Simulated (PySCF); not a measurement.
C$_{2}$H$_{6}$Cd, charge +1, doublet, at a GFN2-xTB geometry (such geometries of metal compounds can be far from the true shape) (a state made from the parent by changing its charge; the spin is typed, not shown lowest) (core potentials on Cd); B3LYP5/def2-SVP (PySCF).

Here is a job for PySCF.
```python
from pyscf import gto, scf, dft

mol = gto.Mole()
mol.atom = '''
    Cd   -0.000373    0.003440    0.000232
    C     1.731822    0.272763   -1.393984
    H     2.382563   -0.580095   -1.208486
    H     2.178864    1.225476   -1.115331
    H     1.297607    0.275399   -2.392319
    C    -1.729961   -0.289934    1.392828
    H    -2.186480   -1.229659    1.086646
    H    -2.373819    0.573870    1.236471
    H    -1.292009   -0.327068    2.388840
'''
mol.basis = 'def2-svp'
mol.ecp = {'Cd': 'def2-svp'}
mol.charge = 1
mol.spin = 1
mol.verbose = 4
mol.build()

mf = dft.UKS(mol)
mf.xc = 'b3lyp5'
mf.grids.atom_grid = (99, 590)
mf.grids.prune = None
mf.kernel()
```

Write the output that PySCF gives for this input, abridged.


```
PySCF version 2.14.0

[INPUT] verbose = 4
[INPUT] num. atoms = 9
[INPUT] num. electrons = 37
[INPUT] charge = 1
[INPUT] spin (= nelec alpha-beta = 2S) = 1
[INPUT] symmetry False subgroup None
[INPUT] Mole.unit = angstrom
[INPUT] Symbol           X                Y                Z      unit          X                Y                Z       unit  Magmom
[INPUT]  1 Cd    -0.000373000000   0.003440000000   0.000232000000 AA   -0.000704867844   0.006500657869   0.000438416461 Bohr   0.0
[INPUT]  2 C      1.731822000000   0.272763000000  -1.393984000000 AA    3.272669276497   0.515447366915  -2.634247982026 Bohr   0.0
[INPUT]  3 H      2.382563000000  -0.580095000000  -1.208486000000 AA    4.502391544522  -1.096220676230  -2.283707565371 Bohr   0.0
[INPUT]  4 H      2.178864000000   1.225476000000  -1.115331000000 AA    4.117456222674   2.315814012227  -2.107670128237 Bohr   0.0
[INPUT]  5 H      1.297607000000   0.275399000000  -2.392319000000 AA    2.452121847318   0.520428684979  -4.520827712593 Bohr   0.0
[INPUT]  6 C     -1.729961000000  -0.289934000000   1.392828000000 AA   -3.269152496179  -0.547895854200   2.632063458626 Bohr   0.0
[INPUT]  7 H     -2.186480000000  -1.229659000000   1.086646000000 AA   -4.131848376839  -2.323718736607   2.053463334354 Bohr   0.0
[INPUT]  8 H     -2.373819000000   0.573870000000   1.236471000000 AA   -4.485867779289   1.084457131104   2.336591550967 Bohr   0.0
[INPUT]  9 H     -1.292009000000  -0.327068000000   2.388840000000 AA   -2.441543160473  -0.618068944109   4.514253355406 Bohr   0.0

nuclear repulsion = 108.220806916603
number of shells = 41
number of NR pGTOs = 147
number of NR cGTOs = 89
basis = def2-svp
ecp = {'Cd': 'def2-svp'}

******** <class 'pyscf.dft.uks.UKS'> ********
method = UKS
initial guess = minao
damping factor = 0
level_shift factor = 0
DIIS = <class 'pyscf.scf.diis.CDIIS'>
diis_start_cycle = 1
diis_space = 8
diis_damp = 0
SCF conv_tol = 1e-09
SCF conv_tol_grad = None
SCF max_cycles = 50
direct_scf = True
direct_scf_tol = 1e-13
number electrons alpha = 19  beta = 18
XC library pyscf.dft.libxc version 7.1.2
    S. Lehtola, C. Steigemann, M. J. T. Oliveira, and M. A. L. Marques,  SoftwareX 7, 1–5 (2018)
XC functionals = b3lyp5
    P. A. M. Dirac,  Math. Proc. Cambridge Philos. Soc. 26, 376 (1930)
    F. Bloch,  Z. Phys. 57, 545 (1929)
    A. D. Becke,  Phys. Rev. A 38, 3098 (1988)
    C. Lee, W. Yang, and R. G. Parr,  Phys. Rev. B 37, 785 (1988)
    B. Miehlich, A. Savin, H. Stoll, and H. Preuss,  Chem. Phys. Lett. 157, 200 (1989)
    S. H. Vosko, L. Wilk, and M. Nusair,  Can. J. Phys. 58, 1200 (1980)
radial grids:
    Treutler-Ahlrichs [JCP 102, 346 (1995); DOI:10.1063/1.469408] (M4) radial grids

becke partition: Becke, JCP 88, 2547 (1988); DOI:10.1063/1.454033
pruning grids: None
grids dens level: 3
symmetrized grids: False
atomic radii adjust function: <function treutler_atomic_radii_adjust>
User specified grid scheme (99, 590)
small_rho_cutoff = 0
Set gradient conv threshold to 3.16228e-05
tot grids = 525696
init E= -233.116389221528

cycle= 1 E= -246.187604027182  delta_E= -13.1  |g|= 1.28  |ddm|= 3.48

cycle= 2 E= -242.260752600179  delta_E= 3.93  |g|= 3.42  |ddm|= 4.73
cycle= 3 E= -247.069198180643  delta_E= -4.81  |g|= 0.151  |ddm|= 3.08
cycle= 4 E= -247.073467328884  delta_E= -0.00427  |g|= 0.126  |ddm|= 0.258
cycle= 5 E= -247.082187555367  delta_E= -0.00872  |g|= 0.0155  |ddm|= 0.13
cycle= 6 E= -247.082365724092  delta_E= -0.000178  |g|= 0.00478  |ddm|= 0.026
cycle= 7 E= -247.082396103917  delta_E= -3.04e-05  |g|= 0.00121  |ddm|= 0.0162
cycle= 8 E= -247.082398364253  delta_E= -2.26e-06  |g|= 0.000221  |ddm|= 0.00418
cycle= 9 E= -247.082398360672  delta_E= 3.58e-09  |g|= 0.000335  |ddm|= 0.000754
cycle= 10 E= -247.082398427409  delta_E= -6.67e-08  |g|= 4.3e-05  |ddm|= 0.000405
cycle= 11 E= -247.082398429484  delta_E= -2.08e-09  |g|= 1.23e-05  |ddm|= 9.18e-05
cycle= 12 E= -247.08239842955  delta_E= -6.61e-11  |g|= 3.1e-06  |ddm|= 1.4e-05
Extra cycle  E= -247.082398429554  delta_E= -3.81e-12  |g|= 2.59e-06  |ddm|= 4.71e-06
converged SCF energy = -247.082398429554  <S^2> = 0.77570811  2S+1 = 2.025545
```
